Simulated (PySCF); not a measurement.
Species: C4H5OPS.
Bonds: C1–S2, S2–C3, C3–O4 (aromatic), O4–C5 (aromatic), C5–C6 (aromatic), C6–P7 (aromatic), C3–P7 (aromatic). Hydrogens: H8, H9, H10 on C1; H11 on C5; H12 on C6.

Probes without a nucleus sit at each ring's centroid and 1 Å off its mean plane on both sides; NICS is minus the shielding there, NICSzz its component along the normal. Level: GIAO PBE0/pcSseg-1 (PySCF, non-relativistic, gas phase) on the GFN2-xTB geometry, one conformer.

Ring bond lengths (Å), with Mayer bond orders in brackets: C3–O4 1.339 (1.06), O4–C5 1.339 (1.06), C5–C6 1.353 (1.63), C6–P7 1.768 (1.13), P7–C3 1.732 (1.40).

Task: What do the NICS probes read (ppm)?

Result: 
```csv
ring,type,NICS(0),"NICS(1), two faces","NICS(1)zz, two faces",rms pucker (Å),"centre to ring atoms, mean (Å)"
C3–O4–C5–C6–P7,5-membered ring with O and P; formal bonds all aromatic,-11.1,-10.2 / -10.2,-23.8 / -23.8,0.00,1.27
```

Task: What can be read from them?

Result: 
- C3–O4–C5–C6–P7: mean NICS(1)zz -23.8 ppm, shielded.

Task: What does the geometric index give? HOMA = 1 − mean of α(R − Ropt)² over the ring bonds, with Krygowski's 1993 parameters (CC: Ropt 1.388 Å, α 257.7 Å⁻²; CO: Ropt 1.265 Å, α 157.38 Å⁻²; CP: Ropt 1.698 Å, α 118.91 Å⁻²).

Result: 
- C3–O4–C5–C6–P7: HOMA 0.44; the largest term is that of O4–C5, α(R − Ropt)² = 0.87.

Rough CPU time on one thread of a shared machine: about 60 s (with the writing of density and orbital grids). This is the whole shielding run at PBE0/pcSseg-1, SCF included.

The values belong to the conformer `[CH3:1][S:2][c:3]1[o:4][cH:5][cH:6][p:7]1`: C1–S2–C3–O4 180°.
